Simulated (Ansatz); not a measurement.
Species: H2FSn, SMILES `[F][SnH2]` (charge 0, multiplicity 2), formula H$_{2}$FSn.

Task: How many basis functions does Ansatz (a program for electronic structure) with frozen-core CCSD(T)/def2-TZVPP // PBE0-D3(BJ)/def2-TZVP use, how many core orbitals are frozen, and how many electrons are correlated?

Result: 109 basis functions and 5 frozen orbitals, which leaves 23 correlated electrons (filled d shells below the valence shell are correlated). Core time is of the order of seconds.
